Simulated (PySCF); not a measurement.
## Ionisation energy along the 11-electron series

Calculated with PySCF 2.14 and a two-component X2C-1e Hamiltonian (Gaussian nucleus, no Breit or QED terms), each ion in its own even-tempered basis scaled to its charge; GMP2 freezes 1s2 and drops the highest virtual spinors. Values in eV. NIST values: (m) measured, (s) semi-empirical, (t) theoretical.

```
  ion  configuration  GHF (spin-free)  GMP2 (spin-free)  GHF (screened spin-orbit)  GMP2 (screened spin-orbit)           NIST
Lu⁶⁰⁺       [Ne] 3s1           6457.7            6458.5                     6457.2                      6458.0  6452 ± 10 (t)
Hf⁶¹⁺       [Ne] 3s1           6679.4            6680.2                     6678.9                      6679.7  6674 ± 12 (t)
Ta⁶²⁺       [Ne] 3s1           6905.8            6906.6                     6905.2                      6906.0  6900 ± 15 (t)
```

Between Z = 71 and Z = 73 the GMP2 (screened spin-orbit) value grows as Z to the power 2.41.
